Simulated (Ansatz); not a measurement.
Program: Ansatz 0.2.0.

A structure relaxed at PBE0-D4/def2-TZVP, charge 0, multiplicity 1:

```xyz
9

F    -2.5470    0.7270   -0.4423
Si   -1.5579   -0.3611    0.1603
O    -0.0473    0.2150    0.0208
Si    1.5350    0.3900   -0.1488
F     2.2375    0.1462    1.2448
F     2.0862   -0.7084   -1.1418
H    -1.8852   -0.5339    1.5887
H    -1.6997   -1.5969   -0.6347
H     1.8785    1.7221   -0.6470
```

(1) Give its formula and SMILES.

(2) Summarise the bond lengths by kind.

Results:

(1) F3H3OSi2, `F[SiH2]O[SiH](F)F`.

(2) 3 × F–Si 1.580 to 1.589 Å; 2 × O–Si 1.601 to 1.623 Å; 3 × H–Si 1.463 to 1.476 Å.
